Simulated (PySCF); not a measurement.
In(Me)2 (C₂H₆In), SMILES [CH3][In+][CH3], charge +1. Atoms are numbered in the order given.

```xyz
9

In     0.0000     0.0000     0.0000
C      0.0000     0.0000    -2.1309
H      0.8932     0.5404    -2.4766
H     -0.9146     0.5034    -2.4766
H      0.0214    -1.0438    -2.4766
C      0.0000     0.0000     2.1309
H      0.8932    -0.5404     2.4766
H     -0.9146    -0.5034     2.4766
H      0.0214     1.0438     2.4766
```
Charge +1, spin multiplicity 1.

Coordinates come from a B3LYP-D3(BJ)/def2-SVP optimisation. The multiplicity is an assumed one; other spin states were not compared. The isomer is the one that the SMILES or the coordinates give; other isomers of the formula were not compared. The def2 effective core potentials stand for the cores of In; spin–orbit coupling is left out.

Calculation: ωB97X/def2-TZVPD in PySCF.

Mulliken values depend strongly on the basis, most of all with diffuse functions as here. ESP charges are fitted to the potential on shells at 1.4 to 2.0 van der Waals radii. Atomic charges (e):

```tsv
atom	Mulliken	ESP fit
In1	1.19	(withheld)
C2	-1.13	(withheld)
H3	0.35	(withheld)
H4	0.35	(withheld)
H5	0.35	(withheld)
C6	-1.13	(withheld)
H7	0.35	(withheld)
H8	0.35	(withheld)
H9	0.35	(withheld)
```

Question: What belongs in the gaps? (The exact figures need the calculation; the answer reports its results.)

Answer: 
- In1, ESP fit: 1.05
- C2, ESP fit: -0.67
- H3, ESP fit: 0.22
- H4, ESP fit: 0.22
- H5, ESP fit: 0.22
- C6, ESP fit: -0.67
- H7, ESP fit: 0.22
- H8, ESP fit: 0.22
- H9, ESP fit: 0.22
